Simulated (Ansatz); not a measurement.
A single point on `[CH3][AlH][S]C`.

```yaml
crystal:
  periodic: [false, false, false]
  atoms:
    - {symbol: C, position_ang: [-0.798553, 1.448586, -0.484480]}
    - {symbol: Al, position_ang: [0.941972, 0.682845, -0.922919]}
    - {symbol: S, position_ang: [1.572497, -1.215192, -0.066176]}
    - {symbol: C, position_ang: [0.164383, -1.701783, 0.980886]}
    - {symbol: H, position_ang: [-0.897883, 1.636203, 0.589282]}
    - {symbol: H, position_ang: [-0.951587, 2.398893, -1.002241]}
    - {symbol: H, position_ang: [-1.617194, 0.780142, -0.769025]}
    - {symbol: H, position_ang: [1.997579, 1.349895, -1.897075]}
    - {symbol: H, position_ang: [0.509732, -1.803258, 2.009123]}
    - {symbol: H, position_ang: [-0.214194, -2.663279, 0.635865]}
    - {symbol: H, position_ang: [-0.641452, -0.970051, 0.947459]}
basis:
  gaussian: {orbitals: def2-QZVPP}
correlation: {method: mp2}
```

```sh
$ ansatz run in.yaml --threads 2 --pin off --events-out ev --progress --plain
```

Output, abridged:

```
Functional definition: HF
2713 factors; integrals over basis functions are off by at most 9.3e-4 eV
mean field evaluation 1: about -19571.8451 eV, gradient 3.4e1 eV
mean field evaluation 2: about -19571.9618 eV, gradient 3.4e1 eV
mean field evaluation 4: about -19575.1055 eV, gradient 3.3e0 eV
mean field evaluation 8: about -19575.1553 eV, gradient 2.3e-1 eV
mean field -19575.15562135 eV, -719.3737005677 hartree, gradient 2.7e-6 eV, S^2 0.000000; 0 other end points of the search recorded, 0 dependent functions left out
12 core orbitals not correlated: weight in the atoms' cores, before any rotation towards them, 1.000 or more for the frozen orbitals, at most 0.000 for the correlated occupied ones
reference -19575.15562135 eV, -719.3737005677 hartree; 12, 12 occupied and 440, 440 virtual orbitals, 2713 factors
second order -17.93105143 eV of doubles, -0.00000000 eV of singles
Total energy: -19593.08667279 eV, -720.0326545538 hartree
```

Hardware: 2 threads of a server CPU on a shared host. Wall time 35 s, peak host memory 2.6 GiB.
